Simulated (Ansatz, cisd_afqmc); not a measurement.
System: BrCl, charge 0, singlet. BrCl (SMILES ClBr).
B3LYP-D3(BJ)/def2-TZVP minimum from Ansatz (a quantum-chemistry and plane-wave program):
```xyz
2

Cl     0.0000     0.0000    -1.4574
Br     0.0000     0.0000     0.7079
```
Charge 0, spin multiplicity 1.

Total energies in def2-SVP, 14 correlated electrons, 19 frozen orbitals. Open shells are spin-unrestricted; no spin-orbit coupling. Correlated methods leave the cores frozen (noble-gas shells, and filled d and f shells in the p block). No relativity. The Monte Carlo rows (phaseless AFQMC, CISD trial, step 0.005/hartree) carry one-sigma bars that omit the constraint's bias. Outlying blocks are dropped, and bars are widened where a walk drifts. Over all cases where full CI ran beside it in this data, AFQMC minus full CI had a median of +0.1 mEh and passed +0.4 mEh in a tenth of the cases. Spin-orbit terms, left out, reach several kcal/mol for Br and I, and more for heavier atoms.

```csv
method,program,energy (Eh),minus CCSDTQ (mEh)
HF,Ansatz,-3031.42246,285.88
MP2,Ansatz,-3031.67572,32.63
CCSD,Ansatz,-3031.70086,7.48
CCSD(T),Ansatz,-3031.70726,1.09
CCSDT(Q),Ansatz,-3031.70835,0.00
CCSDTQ,Ansatz,-3031.70834,0.00
AFQMC/CISD,cisd_afqmc,-3031.7080 ± 0.0003,0.3 ± 0.3
```

Rough core times of Ansatz's runs on a shared machine: CCSD(T) under 20 s, CCSDT(Q) under 20 s, CCSDTQ 6 min.
